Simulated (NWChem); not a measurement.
System: C2H3BClF; SMILES FB(Cl)C=C

Input file for NWChem:

```
start job
memory heap 200 mb stack 900 mb global 1100 mb
geometry units angstroms noautosym nocenter noautoz
  B     -0.510062     0.167949     0.000000
  F     -1.654432     0.827382     0.000000
  Cl     0.964753     1.134047     0.000000
  C     -0.496120    -1.378402     0.000000
  C      0.628460    -2.108154     0.000000
  H     -1.462993    -1.896741     0.000000
  H      0.615199    -3.203018     0.000000
  H      1.612514    -1.627058     0.000000
end
basis spherical
  * library 6-31g*
end
dft
  xc hfexch
  iterations 150
  mulliken
end
task dft energy
esp
  recalculate
  probe 0.07
  range 0.3
  factor 1.0
  spacing 0.02
end
task esp
```

Output (shortened):

```
             Northwest Computational Chemistry Package (NWChem) 7.3.0
             --------------------------------------------------------

                             Geometry "geometry" -> ""
                             -------------------------

 Output coordinates in angstroms (scale by  1.889725989 to convert to a.u.)

  No.       Tag          Charge          X              Y              Z
 ---- ---------------- ---------- -------------- -------------- --------------
    1 B                    5.0000    -0.51006200     0.16794900     0.00000000
    2 F                    9.0000    -1.65443200     0.82738200     0.00000000
    3 Cl                  17.0000     0.96475300     1.13404700     0.00000000
    4 C                    6.0000    -0.49612000    -1.37840200     0.00000000
    5 C                    6.0000     0.62846000    -2.10815400     0.00000000
    6 H                    1.0000    -1.46299300    -1.89674100     0.00000000
    7 H                    1.0000     0.61519900    -3.20301800     0.00000000
    8 H                    1.0000     1.61251400    -1.62705800     0.00000000

 Effective nuclear repulsion energy (a.u.)     187.4537955749

  xc_inp: hfexch multiplicative factor not found.

                                 NWChem DFT Module
                                 -----------------

 Summary of "ao basis" -> "ao basis" (spherical)
 ------------------------------------------------------------------------------
       Tag                 Description            Shells   Functions and Types
 ---------------- ------------------------------  ------  ---------------------
 B                           6-31g*                  6       14   3s2p1d
 F                           6-31g*                  6       14   3s2p1d
 Cl                          6-31g*                  8       18   4s3p1d
 C                           6-31g*                  6       14   3s2p1d
 H                           6-31g*                  2        2   2s

            General Information
            -------------------
          SCF calculation type: DFT
          Wavefunction type:  closed shell.
          No. of atoms     :     8
          No. of electrons :    46
           Alpha electrons :    23
            Beta electrons :    23
          Charge           :     0
          Spin multiplicity:     1
          Use of symmetry is: off; symmetry adaption is: off
          Maximum number of iterations: 150
          AO basis - number of functions:    80
                     number of shells:    38
          Convergence on energy requested:  1.00D-06
          Convergence on density requested:  1.00D-05
          Convergence on gradient requested:  5.00D-04

              XC Information
              --------------
                     Hartree-Fock (Exact) Exchange  1.000

      Superposition of Atomic Density Guess
      -------------------------------------

 Sum of atomic energies:        -660.16420915

      Non-variational initial energy
      ------------------------------

 Total energy =    -662.189177
 1-e energy   =   -1281.833401
 2-e energy   =     432.190428
 HOMO         =      -0.333597
 LUMO         =      -0.030241

     ---------------------------------------------
      Total Density - Mulliken Population Analysis
     ---------------------------------------------

    Atom       Charge   Shell Charges
 -----------   ------   -------------------------------------------------------
    1 B    5     4.09   2.00  0.54  0.91  0.33  0.21  0.10
    2 F    9     9.46   2.00  0.95  3.45  0.98  2.08  0.01
    3 Cl  17    17.34   2.00  2.00  5.98  1.38  3.70  0.55  1.72  0.01
    4 C    6     6.41   2.00  0.74  1.98  0.60  1.07  0.03
    5 C    6     6.35   2.00  0.74  1.87  0.63  1.09  0.03
    6 H    1     0.78   0.46  0.32
    7 H    1     0.78   0.47  0.32
    8 H    1     0.79   0.47  0.32

[...]

                     NWChem Electrostatic Potential Fit Module
                     -----------------------------------------

 Atom parameters

 Number of atoms is                                    8
 Number of basis functions is                         80

 Grid parameters

 Maximum number of grid points is                  34963
 Number of grid points is                          34962
 Grid range                                     0.300000 nm
 Grid spacing                                   0.020000 nm
 Probe radius                                   0.070000 nm
 Atom radius factor                             1.000000

 Atomic radii

    1    0.100000
    5    0.158000
    6    0.147000
    9    0.128000
   17    0.169000
 FASTESP  F
  using M.O. file = ./job.movecs

    Atom              Coordinates                           Charge

                                                  ESP

    1 B    -0.051006    0.016795    0.000000    0.757575
    2 F    -0.165443    0.082738    0.000000   -0.335023
    3 Cl    0.096475    0.113405    0.000000   -0.283010
    4 C    -0.049612   -0.137840    0.000000   -0.385874
    5 C     0.062846   -0.210815    0.000000   -0.194478
    6 H    -0.146299   -0.189674    0.000000    0.152835
    7 H     0.061520   -0.320302    0.000000    0.152366
    8 H     0.161251   -0.162706    0.000000    0.135610
                                            ------------
                                                0.000000

 Dipole moment                                  1.001988

 Quadrupole moment Qxx                         -1.949503
                   Qyy                         -0.269819
                   Qzz                          2.219322

 RMS deviation kJ/mol                           0.065618

 RRMS %                                        32.382065
```

Level: Hartree-Fock/6-31G* (spherical d). Coordinates come from a PBE0/def2-SVP optimisation.
